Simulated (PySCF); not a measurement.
# Calcium: a sound run and one with changed settings

Sound run: Ca [Ar] 4s2, Ca⁺ [Ar] 4s1. Calculation: PySCF 2.14, in def2-SVP; no relativity, point nucleus. The sound run starts from symmetry-adapted Hartree-Fock orbitals and uses a fine grid where one is needed.

Changed run: radial step 1.2 in ln r (0.13 in the sound run). This setting is unsound on purpose.

```
species  method  sound run (hartree)  changed run (hartree)  converged
     Ca     UHF           -676.66070             -676.66070        yes
     Ca    BP86           -677.53423             -673.93636        yes
     Ca     PBE           -677.24210             -673.66619        yes
    Ca⁺     UHF           -676.47206             -676.47206        yes
    Ca⁺    BP86           -677.30420             -673.71198        yes
    Ca⁺     PBE           -677.01632             -673.44819        yes
```

Ionisation energy of Ca:

```
method  sound run (eV)  changed run (eV)
   UHF           5.133             5.133
  BP86           6.259             6.106
   PBE           6.144             5.932
```

A coarse radial grid mis-integrates the density and the exchange-correlation energy, with errors of either sign; Hartree-Fock needs no grid.

For comparison, NIST gives 6.113 eV between the lowest levels.
